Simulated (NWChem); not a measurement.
Species: C2H3FO2Si; SMILES O1C[Si@H](C1=O)F

```xyz
9

O      1.3264    -1.8264     0.0587
C      0.4616    -1.0184    -0.0119
O     -0.8652    -1.2760     0.2467
C     -1.5437    -0.0040     0.1212
Si     0.0616     0.8252    -0.4470
F      0.6730     1.9870     0.5019
H     -2.3696    -0.0868    -0.6012
H     -1.9456     0.3144     1.0954
H      0.1983     1.2909    -1.8519
```
Atoms are numbered in this order, from 1.

Results from NWChem. Structure relaxed at the PBE0/def2-SVP level. Hybrids' shares of exact exchange are those that their runs print; pure functionals count as 0. The functionals differ in more than this share.

```
row               share of exact exchange  highest occupied level (eV)
----------------  -----------------------  ---------------------------
PBE/def2-TZVP                        0.00                        -6.45
BLYP/def2-TZVP                       0.00                        -6.35
TPSSh/def2-TZVP                      0.10                     withheld
B3LYP/def2-TZVP                      0.20                        -7.69
PW6B95/def2-TZVP                     0.28                        -8.06
```

Problem. Fit a straight line of the last column on the one before it, predict the withheld value, and compare with the run.

Solution. 
1. Means of the 4 shown rows: x = 0.120, y = -7.138. Slope Σ(x − x̄)(y − ȳ)/Σ(x − x̄)² = -0.3688/0.06080 = -6.066; intercept -6.410.
2. The shown rows scatter about the line by 0.055 (root mean square); the largest residual is -0.07, at B3LYP/def2-TZVP.
3. At x = 0.10 (TPSSh/def2-TZVP; inside the shown range) the line gives -7.02.
4. The run gives -7.08, -0.06 from the line, 1.1 times the scatter.
